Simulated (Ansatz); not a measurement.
Geometry optimisation of `[CH3][Zr]12345678([OH])([C@H]9[C@@H]1[C@@H]2[C@@H]3[C@H]94)[C@H]1[C@@H]5[C@@H]6[C@@H]7[C@H]18`.

```yaml
crystal:
  periodic: [false, false, false]
  atoms:
    - {symbol: C, position_ang: [-1.416370, -1.957190, -0.039540]}
    - {symbol: Zr, position_ang: [-0.298680, -0.047790, 0.278060]}
    - {symbol: O, position_ang: [-1.214530, 0.356640, 1.883890]}
    - {symbol: C, position_ang: [-1.903370, 0.779970, -1.473580]}
    - {symbol: C, position_ang: [-1.785570, 1.818400, -0.526810]}
    - {symbol: C, position_ang: [-0.465350, 2.315000, -0.584050]}
    - {symbol: C, position_ang: [0.222040, 1.604780, -1.593710]}
    - {symbol: C, position_ang: [-0.655300, 0.641390, -2.129350]}
    - {symbol: C, position_ang: [1.693230, 0.076740, 1.855500]}
    - {symbol: C, position_ang: [2.137930, 0.556640, 0.605780]}
    - {symbol: C, position_ang: [2.116660, -0.520060, -0.309590]}
    - {symbol: C, position_ang: [1.651780, -1.662450, 0.373570]}
    - {symbol: C, position_ang: [1.390030, -1.293020, 1.713810]}
    - {symbol: H, position_ang: [-1.214790, -2.380130, -1.039730]}
    - {symbol: H, position_ang: [-2.505500, -1.804110, 0.029350]}
    - {symbol: H, position_ang: [-1.166040, -2.739970, 0.694380]}
    - {symbol: H, position_ang: [-1.351170, -0.311180, 2.566200]}
    - {symbol: H, position_ang: [-2.821190, 0.272730, -1.745690]}
    - {symbol: H, position_ang: [-2.587900, 2.217580, 0.080850]}
    - {symbol: H, position_ang: [-0.094390, 3.185310, -0.052890]}
    - {symbol: H, position_ang: [1.202910, 1.850970, -1.983320]}
    - {symbol: H, position_ang: [-0.463330, 0.019050, -2.996760]}
    - {symbol: H, position_ang: [1.686440, 0.637020, 2.783650]}
    - {symbol: H, position_ang: [2.563360, 1.538010, 0.425610]}
    - {symbol: H, position_ang: [2.527080, -0.511750, -1.312980]}
    - {symbol: H, position_ang: [1.638350, -2.672980, -0.017300]}
    - {symbol: H, position_ang: [1.113650, -1.969610, 2.514660]}
basis:
  gaussian: {orbitals: def2-TZVP}
hamiltonian: {xc: pbe0, dispersion: d4}
relax: {f_tol: 0.005, max_steps: 150}
```

```sh
$ ansatz run in.yaml --threads 11 --pin off --events-out ev --progress --plain --max-ram 110592MiB --backend cuda --devices 0, --max-vram 75GiB
```

It prints (some lines left out):

```
Functional definition: PBE0
mean field -14954.21463320 eV, -549.5572514394 hartree, gradient 2.2e-5 eV, S^2 0.000000; 0 other end points of the search recorded, 0 dependent functions left out
relax step   1: F+E_penalty+E_count = -14954.98601388 eV  Δ(F+E_penalty+E_count) = +0.000e0 eV  max|allowed force component| = 1.833e0 eV/Å  Δτ_max = 0.0000 Å  (37 SCF iters, accepted)
mean field -14954.49030459 eV, -549.5673821762 hartree, gradient 1.2e-5 eV, S^2 0.000000; 0 other end points of the search recorded, 0 dependent functions left out
relax step   2: F+E_penalty+E_count = -14955.24255673 eV  Δ(F+E_penalty+E_count) = -2.565e-1 eV  max|allowed force component| = 1.334e0 eV/Å  Δτ_max = 0.1948 Å  (39 SCF iters, accepted)
mean field -14954.63899865 eV, -549.5728465821 hartree, gradient 2.4e-5 eV, S^2 0.000000; 0 other end points of the search recorded, 0 dependent functions left out
relax step   3: F+E_penalty+E_count = -14955.40331515 eV  Δ(F+E_penalty+E_count) = -1.608e-1 eV  max|allowed force component| = 1.289e0 eV/Å  Δτ_max = 0.1957 Å  (33 SCF iters, accepted)
mean field -14954.66368152 eV, -549.5737536608 hartree, gradient 1.5e-5 eV, S^2 0.000000; 0 other end points of the search recorded, 0 dependent functions left out
relax step   4: F+E_penalty+E_count = -14955.42942499 eV  Δ(F+E_penalty+E_count) = -2.611e-2 eV  max|allowed force component| = 1.548e-1 eV/Å  Δτ_max = 0.1290 Å  (35 SCF iters, accepted)
mean field -14954.67989635 eV, -549.5743495448 hartree, gradient 1.5e-5 eV, S^2 0.000000; 0 other end points of the search recorded, 0 dependent functions left out
relax step   5: F+E_penalty+E_count = -14955.44811658 eV  Δ(F+E_penalty+E_count) = -1.869e-2 eV  max|allowed force component| = 1.874e-1 eV/Å  Δτ_max = 0.1319 Å  (33 SCF iters, accepted)
mean field -14954.68259018 eV, -549.5744485412 hartree, gradient 1.2e-5 eV, S^2 0.000000; 0 other end points of the search recorded, 0 dependent functions left out
relax step   6: F+E_penalty+E_count = -14955.45173008 eV  Δ(F+E_penalty+E_count) = -3.614e-3 eV  max|allowed force component| = 8.065e-2 eV/Å  Δτ_max = 0.0475 Å  (35 SCF iters, accepted)
mean field -14954.68335338 eV, -549.5744765881 hartree, gradient 1.2e-5 eV, S^2 0.000000; 0 other end points of the search recorded, 0 dependent functions left out
relax step   7: F+E_penalty+E_count = -14955.45301009 eV  Δ(F+E_penalty+E_count) = -1.280e-3 eV  max|allowed force component| = 7.629e-2 eV/Å  Δτ_max = 0.0420 Å  (35 SCF iters, accepted)
mean field -14954.68426147 eV, -549.5745099599 hartree, gradient 1.1e-5 eV, S^2 0.000000; 0 other end points of the search recorded, 0 dependent functions left out
relax step   8: F+E_penalty+E_count = -14955.45384740 eV  Δ(F+E_penalty+E_count) = -8.373e-4 eV  max|allowed force component| = 5.953e-2 eV/Å  Δτ_max = 0.0174 Å  (35 SCF iters, accepted)
mean field -14954.68514721 eV, -549.5745425102 hartree, gradient 1.1e-5 eV, S^2 0.000000; 0 other end points of the search recorded, 0 dependent functions left out
relax step   9: F+E_penalty+E_count = -14955.45470001 eV  Δ(F+E_penalty+E_count) = -8.526e-4 eV  max|allowed force component| = 6.988e-2 eV/Å  Δτ_max = 0.0374 Å  (35 SCF iters, accepted)
mean field -14954.68488857 eV, -549.5745330054 hartree, gradient 1.1e-5 eV, S^2 0.000000; 0 other end points of the search recorded, 0 dependent functions left out
relax step  10: F+E_penalty+E_count = -14955.45473693 eV  Δ(F+E_penalty+E_count) = -3.692e-5 eV  max|allowed force component| = 3.009e-2 eV/Å  Δτ_max = 0.0069 Å  (35 SCF iters, accepted)
mean field -14954.68515285 eV, -549.5745427177 hartree, gradient 1.1e-5 eV, S^2 0.000000; 0 other end points of the search recorded, 0 dependent functions left out
relax step  11: F+E_penalty+E_count = -14955.45483808 eV  Δ(F+E_penalty+E_count) = -1.012e-4 eV  max|allowed force component| = 8.661e-3 eV/Å  Δτ_max = 0.0093 Å  (36 SCF iters, accepted)
mean field -14954.68515620 eV, -549.5745428408 hartree, gradient 1.1e-5 eV, S^2 0.000000; 0 other end points of the search recorded, 0 dependent functions left out
relax step  12: F+E_penalty+E_count = -14955.45489873 eV  Δ(F+E_penalty+E_count) = -6.064e-5 eV  max|allowed force component| = 5.865e-3 eV/Å  Δτ_max = 0.0092 Å  (36 SCF iters, accepted)
mean field -14954.68523506 eV, -549.5745457387 hartree, gradient 1.1e-5 eV, S^2 0.000000; 0 other end points of the search recorded, 0 dependent functions left out
relax step  13: F+E_penalty+E_count = -14955.45504816 eV  Δ(F+E_penalty+E_count) = -1.494e-4 eV  max|allowed force component| = 2.676e-2 eV/Å  Δτ_max = 0.0295 Å  (35 SCF iters, accepted)
mean field -14954.68056842 eV, -549.5743742430 hartree, gradient 1.4e-5 eV, S^2 0.000000; 0 other end points of the search recorded, 0 dependent functions left out
relax step  14: F+E_penalty+E_count = -14955.45018302 eV  Δ(F+E_penalty+E_count) = +4.865e-3 eV  max|allowed force component| = 2.260e-1 eV/Å  Δτ_max = 0.1952 Å  (33 SCF iters, rejected (line search))
mean field -14954.68566223 eV, -549.5745614368 hartree, gradient 1.2e-5 eV, S^2 0.000000; 0 other end points of the search recorded, 0 dependent functions left out
relax step  15: F+E_penalty+E_count = -14955.45539390 eV  Δ(F+E_penalty+E_count) = -3.457e-4 eV  max|allowed force component| = 4.132e-2 eV/Å  Δτ_max = 0.0400 Å  (35 SCF iters, accepted)
mean field -14954.68596434 eV, -549.5745725391 hartree, gradient 1.2e-5 eV, S^2 0.000000; 0 other end points of the search recorded, 0 dependent functions left out
relax step  16: F+E_penalty+E_count = -14955.45576583 eV  Δ(F+E_penalty+E_count) = -3.719e-4 eV  max|allowed force component| = 5.013e-2 eV/Å  Δτ_max = 0.0415 Å  (35 SCF iters, accepted)
mean field -14954.68341458 eV, -549.5744788374 hartree, gradient 9.8e-6 eV, S^2 0.000000; 0 other end points of the search recorded, 0 dependent functions left out
relax step  17: F+E_penalty+E_count = -14955.45273718 eV  Δ(F+E_penalty+E_count) = +3.029e-3 eV  max|allowed force component| = 1.768e-1 eV/Å  Δτ_max = 0.1482 Å  (35 SCF iters, rejected (line search))
[...]
relax step  58: F+E_penalty+E_count = -14955.46979731 eV  Δ(F+E_penalty+E_count) = -1.123e-4 eV  max|allowed force component| = 9.135e-3 eV/Å  Δτ_max = 0.0322 Å  (33 SCF iters, accepted)
mean field -14954.70131367 eV, -549.5751366169 hartree, gradient 1.1e-5 eV, S^2 0.000000; 0 other end points of the search recorded, 0 dependent functions left out
relax step  59: F+E_penalty+E_count = -14955.46984451 eV  Δ(F+E_penalty+E_count) = -4.720e-5 eV  max|allowed force component| = 1.883e-2 eV/Å  Δτ_max = 0.0621 Å  (33 SCF iters, accepted)
mean field -14954.70137825 eV, -549.5751389901 hartree, gradient 1.1e-5 eV, S^2 0.000000; 0 other end points of the search recorded, 0 dependent functions left out
relax step  60: F+E_penalty+E_count = -14955.46995548 eV  Δ(F+E_penalty+E_count) = -1.110e-4 eV  max|allowed force component| = 9.170e-3 eV/Å  Δτ_max = 0.0087 Å  (36 SCF iters, accepted)
mean field -14954.70136551 eV, -549.5751385218 hartree, gradient 1.1e-5 eV, S^2 0.000000; 0 other end points of the search recorded, 0 dependent functions left out
relax step  61: F+E_penalty+E_count = -14955.47004642 eV  Δ(F+E_penalty+E_count) = -9.094e-5 eV  max|allowed force component| = 8.037e-3 eV/Å  Δτ_max = 0.0198 Å  (35 SCF iters, accepted)
mean field -14954.70132787 eV, -549.5751371386 hartree, gradient 1.1e-5 eV, S^2 0.000000; 0 other end points of the search recorded, 0 dependent functions left out
relax step  62: F+E_penalty+E_count = -14955.47013623 eV  Δ(F+E_penalty+E_count) = -8.981e-5 eV  max|allowed force component| = 6.810e-3 eV/Å  Δτ_max = 0.0414 Å  (33 SCF iters, accepted)
mean field -14954.70113139 eV, -549.5751299179 hartree, gradient 1.1e-5 eV, S^2 0.000000; 0 other end points of the search recorded, 0 dependent functions left out
relax step  63: F+E_penalty+E_count = -14955.47008800 eV  Δ(F+E_penalty+E_count) = +4.823e-5 eV  max|allowed force component| = 1.612e-2 eV/Å  Δτ_max = 0.0601 Å  (34 SCF iters, rejected (line search))
mean field -14954.70129059 eV, -549.5751357684 hartree, gradient 1.1e-5 eV, S^2 0.000000; 0 other end points of the search recorded, 0 dependent functions left out
relax step  64: F+E_penalty+E_count = -14955.47016999 eV  Δ(F+E_penalty+E_count) = -3.376e-5 eV  max|allowed force component| = 5.143e-3 eV/Å  Δτ_max = 0.0297 Å  (35 SCF iters, accepted)
mean field -14954.70121733 eV, -549.5751330763 hartree, gradient 1.1e-5 eV, S^2 0.000000; 0 other end points of the search recorded, 0 dependent functions left out
relax step  65: F+E_penalty+E_count = -14955.47016432 eV  Δ(F+E_penalty+E_count) = +5.669e-6 eV  max|allowed force component| = 1.278e-2 eV/Å  Δτ_max = 0.0142 Å  (36 SCF iters, rejected (line search))
mean field -14954.70127975 eV, -549.5751353701 hartree, gradient 1.1e-5 eV, S^2 0.000000; 0 other end points of the search recorded, 0 dependent functions left out
relax step  66: F+E_penalty+E_count = -14955.47019295 eV  Δ(F+E_penalty+E_count) = -2.297e-5 eV  max|allowed force component| = 5.310e-3 eV/Å  Δτ_max = 0.0050 Å  (36 SCF iters, accepted)
mean field -14954.70128750 eV, -549.5751356550 hartree, gradient 1.1e-5 eV, S^2 0.000000; 0 other end points of the search recorded, 0 dependent functions left out
relax step  67: F+E_penalty+E_count = -14955.47020061 eV  Δ(F+E_penalty+E_count) = -7.654e-6 eV  max|allowed force component| = 3.086e-3 eV/Å  Δτ_max = 0.0031 Å  (36 SCF iters, accepted)
mean field -14954.70128750 eV, -549.5751356550 hartree, gradient 1.1e-5 eV, S^2 0.000000; 1 other end points of the search recorded, 0 dependent functions left out
Total energy: -14955.47025367 eV, -549.6033946406 hartree
Atom 0 at    -1.546252    -1.747739     0.042872 Å, force    -0.002071     0.001945    -0.000223 eV/Å
Atom 1 at    -0.207724     0.073342     0.337996 Å, force     0.002956    -0.003086     0.000525 eV/Å
Atom 2 at    -0.944964     0.708502     2.057720 Å, force    -0.001720     0.002190     0.000806 eV/Å
Atom 3 at    -1.419740     0.592459    -1.844087 Å, force     0.000571    -0.001092    -0.000976 eV/Å
Atom 4 at    -2.056071     1.364350    -0.843983 Å, force    -0.000016     0.000202     0.001489 eV/Å
Atom 5 at    -1.141272     2.326176    -0.386248 Å, force    -0.000695    -0.000380    -0.000413 eV/Å
Atom 6 at     0.073653     2.137560    -1.076699 Å, force     0.000819     0.000732     0.000184 eV/Å
Atom 7 at    -0.108750     1.075109    -1.995533 Å, force    -0.000769    -0.000514    -0.000083 eV/Å
Atom 8 at     2.013950    -0.038971     1.558549 Å, force     0.000386    -0.000305    -0.000186 eV/Å
Atom 9 at     2.309783     0.143635     0.193822 Å, force     0.000363     0.003003     0.000740 eV/Å
Atom 10 at     1.910491    -1.023136    -0.497807 Å, force    -0.000696    -0.002266    -0.000096 eV/Å
Atom 11 at     1.369945    -1.922016     0.441694 Å, force     0.000767     0.000098    -0.001993 eV/Å
Atom 12 at     1.426971    -1.311977     1.710804 Å, force    -0.000095     0.000402     0.001269 eV/Å
Atom 13 at    -1.342380    -2.333003    -0.859610 Å, force     0.000065     0.000076    -0.000007 eV/Å
Atom 14 at    -2.591257    -1.424390    -0.001420 Å, force    -0.000522    -0.000418    -0.000211 eV/Å
Atom 15 at    -1.444161    -2.420203     0.901705 Å, force     0.000110     0.000142    -0.000123 eV/Å
Atom 16 at    -0.671821     0.492997     2.947849 Å, force     0.001107    -0.000922    -0.000453 eV/Å
Atom 17 at    -1.862912    -0.227912    -2.387105 Å, force     0.000409     0.000702     0.000387 eV/Å
Atom 18 at    -3.059321     1.218013    -0.472530 Å, force     0.000895     0.000154    -0.000634 eV/Å
Atom 19 at    -1.314685     3.033696     0.410046 Å, force     0.000113    -0.000824    -0.000897 eV/Å
Atom 20 at     0.970185     2.726972    -0.953886 Å, force    -0.001043    -0.000651    -0.000081 eV/Å
Atom 21 at     0.631942     0.699519    -2.685635 Å, force    -0.000734     0.000708     0.000864 eV/Å
Atom 22 at     2.184991     0.682969     2.343693 Å, force    -0.000038    -0.000184    -0.000279 eV/Å
Atom 23 at     2.772520     1.015165    -0.243739 Å, force    -0.000251    -0.000447     0.000158 eV/Å
Atom 24 at     2.008785    -1.199152    -1.558585 Å, force     0.000087     0.000298     0.000140 eV/Å
Atom 25 at     0.970640    -2.900115     0.225787 Å, force     0.000257     0.000666     0.000463 eV/Å
Atom 26 at     1.067435    -1.741860     2.634342 Å, force    -0.000256    -0.000231    -0.000370 eV/Å
Dipole moment:     0.410393     0.073291     0.014936 e Å
```

Hardware: 11 threads of an AMD EPYC 7R13 on a shared host and a whole NVIDIA H100 80 GB. Wall time 95 s, peak host memory 1.4 GiB.
